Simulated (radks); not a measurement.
Ag XLV, 3 electrons, occupied as [He] 2s1.

Calculated with a radial shooting solver on a logarithmic mesh with Libxc functionals: scalar-relativistic Kohn-Sham, BLYP, spin-polarised, spherical densities, point nucleus; open shells are filled with parallel spins first (spin-orbit coupling, left out, can overturn this in heavy ions).

Energy parts (eV):
part                       energy
total                  -68438.099
kinetic                 72688.552
electron-nucleus      -142471.774
Hartree                  2303.366
exchange-correlation     -958.243

Orbitals (lengths in bohr, moments of r in powers of bohr; r(max) is where P^2 peaks):
orbital,occ.,eigenvalue (eV),r(max),<r^4>,<r>
1s up,1,-29598.50,0.02011,4.308e-06,0.03093
1s down,1,-29585.24,0.02011,4.300e-06,0.03093
2s up,1,-7208.699,0.1091,0.0005708,0.1259

The highest occupied level is 2s up at -7208.7 eV. The density falls to 0.001 e/bohr^3 at r = 0.42 bohr. For comparison, the ionisation energy in NIST's Atomic Spectra Database is 7271.3 eV (theoretical). In exact Kohn-Sham theory the highest level is minus the ionisation energy, but local and semilocal functionals leave it too shallow, through self-interaction and a potential that decays too fast; potentials with the right tail come closer. Summed over all electrons, <r^2> = 0.02115 bohr^2, which gives a Langevin (diamagnetic) susceptibility term of -0.0168 x 10^-6 cm^3/mol.
